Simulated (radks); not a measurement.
Question: All-electron atom: Mn in [Ar] 3d5 4s2. Calculated with a radial shooting solver on a logarithmic mesh with Libxc functionals: non-relativistic Kohn-Sham, BLYP, spin-polarised, spherical densities, point nucleus; open shells are filled with parallel spins first. Some entries of the table are withheld. Estimate them.

| orbital | occ. | eigenvalue (eV) | <r> (bohr) |
|---|---|---|---|
| 1s down | 1 | -6374.894 | 0.06156 |
| 1s up | 1 | -6374.893 | 0.06156 |
| 2s up | 1 | -732.5053 | 0.2828 |
| 2s down | 1 | -730.4146 | 0.2823 |
| 2p up | 3 | -627.8118 | 0.2485 |
| 2p down | 3 | -626.2327 | 0.2480 |
| 3s up | 1 | -85.2882 | 0.8593 |
| 3s down | 1 | -80.2827 | 0.8641 |
| 3p up | 3 | -55.4528 | (1) |
| 3p down | 3 | -50.5861 | (2) |
| 3d up | 5 | (3) | 1.183 |
| 4s up | 1 | (4) | 3.059 |
| 4s down | 1 | (5) | 3.280 |
| 3d down | 0 | (6) | 1.354 |
| 4p up | 0 | -1.4323 | 4.503 |
| 4p down | 0 | -1.1479 | 4.937 |

Answer: 
(1) 3p up <r> (bohr): 0.9061
(2) 3p down <r> (bohr): 0.9152
(3) 3d up eigenvalue (eV): -8.1365
(4) 4s up eigenvalue (eV): -5.2230
(5) 4s down eigenvalue (eV): -4.4342
(6) 3d down eigenvalue (eV): -4.0412
